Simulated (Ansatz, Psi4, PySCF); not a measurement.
Cl2Sc, charge +1, singlet, geometry from GFN2-xTB (such geometries of metal compounds can be far from the true shape) (the multiplicity is a formal guess). Base run: PySCF with WB97X-V/6-31G*.

Geometry (Å):
```xyz
3

Sc     0.4062    -0.0003     0.4287
Cl     1.1950     0.3758    -1.6346
Cl    -1.6968    -0.3754     1.1050
```
Charge +1, spin multiplicity 1.
All else is at PySCF's defaults.

The same geometry, method and basis name were run in Ansatz (a first-principles code) and Psi4 and PySCF, at each program's defaults and at the settings that a row names. The base is PySCF at its defaults. Differences at the defaults can come from grids, fitting, cores and function types together.

```tsv
code and settings	ΔE vs base (mEh)	basis functions	E (Eh)	SCF cycles
PySCF, defaults (exact integrals, its default grid, spherical functions)	0.000	70	-1680.61512	11
Psi4, defaults (density fitting with its default set, its default grid, Cartesian functions)	___	___	___	9
Ansatz, defaults (factorised integrals, its default grid, Cartesian functions)	-10.752	74	-1680.62587	-
PySCF, density fitting with def2-universal-jkfit	-0.016	70	-1680.61513	11
PySCF, fine grid	0.001	70	-1680.61511	11
Psi4, exact integrals, spherical functions, fine grid	0.008	70	-1680.61511	13
Ansatz, high accuracy, Cartesian functions as the basis file defines them	-10.752	74	-1680.62587	-
```

Task: Fill in the missing entries.

Result: 
- Psi4, defaults (density fitting with its default set, its default grid, Cartesian functions), ΔE vs base (mEh): -14.678
- Psi4, defaults (density fitting with its default set, its default grid, Cartesian functions), basis functions: 77
- Psi4, defaults (density fitting with its default set, its default grid, Cartesian functions), E (Eh): -1680.62979
